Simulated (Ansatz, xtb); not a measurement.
**Relative energy of two isomers of BrFH6Si3**

Structure X: `F[Si@@H](Br)[SiH2][SiH3]`, a singlet. Structure Y: `F[Si@@H]([SiH3])[SiH2]Br`, a singlet. Both are isolated molecules in the gas phase, relaxed with B3LYP/def2-SVP, each in the lowest conformer that the search found.

Estimate which is lower in electronic energy at CCSD(T)/def2-SVP + ΔMP2/def2-TZVPP, and by roughly how much.

The CCSD(T)/def2-SVP + ΔMP2/def2-TZVPP calculation puts structure X lower, by 0.231 eV.

How the difference moves with the method:

| level | geometry | E(Y) − E(X) (eV) | departure from the last row (eV) | job, with rough time for the two |
| --- | --- | --- | --- | --- |
| GFN2-xTB | GFN2-xTB | −0.158 | −0.388 | optimisation, 0.25 s |
| HF/STO-3G | GFN2-xTB | +0.162 | −0.069 | single point, 0.76 s |
| r2SCAN-D4/def2-SVP | GFN2-xTB | +0.302 | +0.071 | single point, 3.7 s |
| B3LYP/def2-SVP | B3LYP/def2-SVP | +0.221 | −0.010 | optimisation, 81 s |
| HF/def2-SVP | B3LYP/def2-SVP | +0.190 | −0.041 | part of the CCSD(T) run |
| MP2/def2-SVP | B3LYP/def2-SVP | +0.268 | +0.037 | part of the CCSD(T) run |
| CCSD(T)/def2-SVP | B3LYP/def2-SVP | +0.255 | +0.024 | single point |
| CCSD(T)/def2-SVP + ΔMP2/def2-TZVPP | B3LYP/def2-SVP | +0.231 |  | single point, 49 s |

As drawn, both hold the same kinds of bond in the same numbers.

GFN2-xTB puts the two in the other order. The largest departure from CCSD(T)/def2-SVP + ΔMP2/def2-TZVPP is that of GFN2-xTB, 0.388 eV. The last row adds to CCSD(T) the change of the MP2 difference between the two basis sets, here −0.024 eV.

With thermal terms from frequencies at re-optimised GFN2-xTB minima (ideal gas, soft modes damped towards free rotors, one conformer each, 298.15 K, 1 atm): the zero-point term adds +0.001 eV; ΔH is +0.233 and ΔG +0.229 eV.

The correlated steps freeze 25 core orbitals; the filled d shell of Br is correlated, in a basis made for valence electrons. Programs: Ansatz 0.2.0, xtb 6.7.1; the last row on 2 threads of Intel(R) Xeon(R) Platinum 8488C (Sapphire Rapids) on a shared host.
